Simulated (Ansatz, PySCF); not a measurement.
This Ansatz (a quantum-chemistry and plane-wave program) input computes a BLYP/def2-TZVPD energy:

Ansatz 0.2 input:
```yaml
crystal:
  periodic: [false, false, false]
  atoms:
    - {symbol: Br, position_ang: [-0.00000000, -0.00000000, -1.76654860]}
    - {symbol: B, position_ang: [0.00000000, 0.00000000, 0.00000000]}
    - {symbol: Br, position_ang: [0.00000000, 0.00000000, 1.76654860]}
basis:
  gaussian:
    orbitals: def2-TZVPD
hamiltonian:
  xc: {name: BLYP}
total_charge: 1
output: {forces: true}
```

Q: Write an input for the same energy in PySCF and say what it gives.

A: 
```python
from pyscf import gto, scf, dft

mol = gto.M(
    atom='''
    Br   -0.00000000   -0.00000000   -1.76654860
    B     0.00000000    0.00000000    0.00000000
    Br    0.00000000    0.00000000    1.76654860
    ''',
    basis='def2-tzvpd',
    charge=1,
    spin=0,
    verbose=4,
)

mf = dft.RKS(mol, xc='blyp').density_fit(auxbasis='def2-universal-jkfit')
mf.grids.level = 3
mf.conv_tol = 1e-9
mf.max_cycle = 100
mf.max_memory = 1500
mf.kernel()
if not mf.converged:
    mf = mf.newton()
    mf.kernel(mf.make_rdm1())
mf.analyze()
```
It gives -5172.94853 Eh, and Ansatz -5172.94850 Eh, a difference of 0.03 mEh, from the treatment of integrals and grids.
